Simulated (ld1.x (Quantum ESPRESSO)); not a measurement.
# Before and after: TM potential for Bi

Bi, norm-conserving Troullier–Martins (Kleinman–Bylander form), made with ld1.x (Quantum ESPRESSO) 7.5 (LDA (PZ), scalar-relativistic). Core [Xe] 4f14 5d10, reference 6s2 6p0 (charge +3). Waves: 6s (bound): rc 1.40 bohr; 6p (bound, empty): rc 2.15 bohr; 6d channel at 0.25 Ry: rc 2.25 bohr. Local part: all-electron potential smoothed inside 1.80 bohr (lloc = -2). Core correction: a·sin(br)/r model core inside 0.90 bohr.

All-electron outer shells of the reference configuration (LDA (PZ), scalar-relativistic, ld1.x):

```csv
shell,level (eV),outermost node (bohr),outermost maximum (bohr)
6s,-40.48,0.98,1.81
6p,-27.98,1.13,2.21
```

Change: local potential all-electron potential smoothed inside 1.02 bohr (lloc = -2).

Cutoffs: the cutoffs (Ry, on a coarse ladder) from which the occupation-weighted sum of valence levels, in a spherical-Bessel basis at the reference potential, stays within 10 and 1 mRy of its value at 400 Ry; they do not see the model core or the augmentation charge, which bear on the density cutoff. Errors are all-electron minus pseudo energies relative to the spin-unpolarised reference configuration.

**Question.** How do hardness, ghosts and transferability respond?

**Answer.** The potential gets neither clearly harder nor softer (110 Ry and 180 Ry → 110 Ry and 180 Ry); a bound ghost appears in p, s, which as a rule spoils a file; of the 9 tests that both files solve, the error grows in 7 and shrinks in 0 by more than 15 % and 0.3 meV (median size 94.2 → 135.4 meV); the range in which the s phases agree widens (upper end -1.9 → 1.5); the range in which the p phases agree widens (upper end 0.0 → 1.9). In the separable form a ghost depends on how the local part lies against the semilocal potential of the channel, so the choice of the local part can create or remove one. That the errors move this way runs against the usual rule that smaller radii transfer better.

```tsv
quantity	base	changed
cutoff, loose	110 Ry	110 Ry
cutoff, tight	180 Ry	180 Ry
bound ghosts	none	s, p
error for 6s2 6p3, meV [ΔE -47.43 eV]	-109	-161
error for 6s2 6p2, meV [ΔE -39.28 eV]	-73	-102
error for 6s2 6p1, meV [ΔE -23.71 eV]	-23	-31
error for 6s1 6p0, meV [ΔE 45.91 eV]	-184	-235
error for 6s2 6p2.5, meV [ΔE -44.23 eV]	-94	-135
error for 6s1 6p3, meV [ΔE -28.39 eV]	-66	-74
error for 6s0 6p5, meV [ΔE -26.71 eV]	-178	-185
error for 6s2 6p3 (spin-polarised), meV [ΔE -48.46 eV]	-97	-157
error for 6s2 6p2 (spin-polarised), meV [ΔE -39.83 eV]	-66	-99
s: phases at 2.46 bohr within 0.05 rad from the reference energy up to (Ry; the scan ends near 5)	-1.9	1.5
p: phases at 2.46 bohr within 0.05 rad from the reference energy up to (Ry; the scan ends near 5)	0.0	1.9
d: phases at 2.46 bohr within 0.05 rad from the reference energy up to (Ry; the scan ends near 5)	1.1	to the end of the scan
```

 A true bound ghost makes a file unfit for plane-wave use even where its test errors are small: the radial tests pick states by their node count and pass the ghost by.
